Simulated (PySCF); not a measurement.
Geometry:
```
atom   x (Å)   y (Å)   z (Å)
 Os1   0.000   0.000   0.000
  O2   0.019   0.009   1.751
  O3  -0.020  -0.010  -1.751
  O4   2.030  -0.142  -0.020
  H5   2.269   0.793  -0.030
  O6  -2.030   0.143   0.021
  H7  -2.269  -0.792   0.029
  O8   0.142   2.030  -0.014
  H9  -0.793   2.268  -0.004
 O10  -0.141  -2.031   0.014
 H11   0.794  -2.268   0.003
```

Total charge -2.

Geometry: PBE0-D3(BJ)/def2-SVP; GIAO shifts from PySCF 2.14.0 with density-fitted response routines, gas phase, scalar relativity only through the core potential, averaged over equivalent atoms.

At B3LYP/pcSseg-1 (def2-TZVP on Os) (162 basis functions, 15 s wall time on 1 thread of an Arm Neoverse V2, shared host):
```
       atoms  δ (ppm)
       O2/O3    640.4
O4/O6/O8/O10     69.5
H5/H7/H9/H11     1.59
```

Chemical shifts δ = σref − σ; 17O (334.04 ppm) against H2O; TMS for 1H (31.38 ppm), all at this level.

Q: What do these become at PBE0/pcSseg-1 (def2-TZVP on Os)?

A: 
```tsv
atoms	δ at PBE0/pcSseg-1 (def2-TZVP on Os)	change
O2/O3	634.0	-6.4
O4/O6/O8/O10	62.4	-7.1
H5/H7/H9/H11	1.53	-0.06
```

δ = σ(ref) − σ, references computed at the same level: 17O (σref 334.56) against H2O; 1H (σref 31.27) against TMS.

The largest change is at O4/O6/O8/O10 (oxygen bonded to Os, H). Cost: 162 basis functions, 15 s wall time on 1 thread of an Arm Neoverse V2, shared host.

Os is described by an effective core potential, so it has no shielding of its own here; spin–orbit effects on the atoms bonded to it, which can be large, are absent, and the values of these neighbours are rough. Unscaled 17O shifts of doubly bonded oxygen tend to come out too high, by tens of ppm or more. Experimental scales use liquid or dissolved standards, which lie at an offset from isolated H2O (liquid H2O: subtract about 36 ppm).
